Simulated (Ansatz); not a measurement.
F5Nb, charge -1, doublet, at a GFN2-xTB geometry (such geometries of metal compounds can be far from the true shape) (the multiplicity is a formal guess) (core potentials on Nb) (a gas-phase anion, which may not be bound at this level), with bond 4-1 at 1.25 times its length; B3LYP/def2-SVP run with Ansatz (a first-principles code).

Here is a job for Ansatz.
Ansatz 0.2 input:
```yaml
crystal:
  periodic: [false, false, false]
  atoms:
    - {symbol: Nb, position_ang: [-0.01258222, -0.11186060, 0.04844088]}
    - {symbol: F, position_ang: [0.91645575, -0.91092356, -1.30410728]}
    - {symbol: F, position_ang: [-0.96202250, 0.50581833, 1.47953682]}
    - {symbol: F, position_ang: [-0.97459045, 1.42250799, -1.74776351]}
    - {symbol: F, position_ang: [-0.20244492, -1.79981015, 0.77940211]}
    - {symbol: F, position_ang: [1.08751948, 1.59886831, 0.21301585]}
basis:
  gaussian:
    orbitals: def2-SVP
hamiltonian:
  xc: b3lyp
total_charge: -1
magnetization: {spin_polarized: true, initial_magnetization: 1}
scf: {lower_state_search: standard}
```

What the program printed (banner, timings and long lists left out):

```
Functional definition: B3LYP
960 factors; integrals over basis functions are off by at most 6.7e-4 eV
mean field evaluation 1: about -15127.0741 eV, gradient 3.4e1 eV
mean field evaluation 2: about -14746.2807 eV, gradient 2.0e2 eV
mean field evaluation 4: about -15132.4295 eV, gradient 4.3e0 eV
mean field evaluation 8: about -15132.5338 eV, gradient 8.1e-1 eV
mean field evaluation 16: about -15132.6493 eV, gradient 1.2e-2 eV
mean field evaluation 32: about -15132.6493 eV, gradient 1.2e-4 eV
mean field -15132.64932586 eV, -556.1146054472 hartree, gradient 1.7e-5 eV, S^2 0.751857; 4 other end points of the search recorded, 0 dependent functions left out
reference -15132.64961947 eV, -556.1146162374 hartree; 30, 29 occupied and 71, 72 virtual orbitals, 960 factors
Total energy: -15132.64961947 eV, -556.1146162374 hartree
```
